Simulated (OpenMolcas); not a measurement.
# Rh3+: moving or changing the point charges

Rh3+ among 5 point charges of -1.5 e arranged as a trigonal bipyramid (D3h), 1.81 Å from the ion, with the axial distance 1.955 Å.
```
   1.8100    0.0000    0.0000  -1.50
  -0.9050    1.5675    0.0000  -1.50
  -0.9050   -1.5675    0.0000  -1.50
   0.0000    0.0000    1.9548  -1.50
   0.0000    0.0000   -1.9548  -1.50
```

```
Program             : OpenMolcas
Method              : CASSCF
Basis               : ANO-RCC-VDZP [6s5p3d1f]
Scalar Hamiltonian  : DKH2, point nucleus
Active space        : 6 electrons in 5 orbitals (4d)
State averaging     : 2S+1 = 5 even, 5 roots; 2S+1 = 3 even, 45 roots; 2S+1 = 1 even, 50 roots
Spin-orbit coupling : state interaction with AMFI integrals over the reference wave functions
```

Runs around this geometry, states (labels of D3, the rotations of D3h). Energies in cm-1 above the lowest state or level, χT in cm3 K/mol.

```json
{"R (Å)": "1.81", "q (e)": "-1.2", "Axial / equatorial distance": "1.08", "Ground state": "5E", "First state of that spin": "5E 2073", "First gap with spin-orbit (degeneracies)": "0.1 (1, 1)", "χT at 300 K": "4.471", "First state of another spin": "3A2 14922"}
{"R (Å)": "1.72", "q (e)": "-1.5", "Axial / equatorial distance": "1.08", "Ground state": "5E", "First state of that spin": "5E 2744", "First gap with spin-orbit (degeneracies)": "0.1 (1, 1)", "χT at 300 K": "4.283", "First state of another spin": "3A2 11848"}
{"R (Å)": "1.81", "q (e)": "-1.5", "Axial / equatorial distance": "1.08", "Ground state": "5E", "First state of that spin": "5E 2314", "First gap with spin-orbit (degeneracies)": "0.1 (1, 1)", "χT at 300 K": "4.381", "First state of another spin": "3A2 13573"}
{"R (Å)": "2.01", "q (e)": "-1.5", "Axial / equatorial distance": "1.08", "Ground state": "5E", "First state of that spin": "5E 1543", "First gap with spin-orbit (degeneracies)": "0.1 (1, 1)", "χT at 300 K": "4.643", "First state of another spin": "3A2 16068"}
{"R (Å)": "1.81", "q (e)": "-1.5", "Axial / equatorial distance": "1.17", "Ground state": "5E", "First state of that spin": "5E 4166", "First gap with spin-orbit (degeneracies)": "138.4 (2, 2)", "χT at 300 K": "4.284", "First state of another spin": "3A2 15492"}
```

Taking the first state of the same spin as R^-n, n = -ln(1543 / 2744) / ln(2.01 / 1.72) = 3.7 between the shortest and longest distance.

Scaling the charges by -1.2 / -1.5 = 0.80 scales the first state of the same spin by 2073 / 2314 = 0.90; with fixed orbitals a first-order splitting would follow the charge.

An orbital doublet at a regular site is open to a Jahn-Teller distortion, which this geometry leaves out. Without dynamic correlation the repulsion within the d shell is too large (B by tens of per cent), so at a given field states of lower spin stand too high. Point charges give a weaker field than real ligands, and real ions of this kind are as a rule low spin; the high spin found here belongs to the model. This shell can be high or low spin here, a state of another spin lies low, and with metal d orbitals alone active their balance is uncertain, so the ground spin may be wrong (holds for R = 1.81, q = -1.2, ratio = 1.08; R = 1.72, q = -1.5, ratio = 1.08; R = 1.81, q = -1.5, ratio = 1.08). This is an electrostatic model: the charges have no orbitals. No measured value stands beside these numbers.
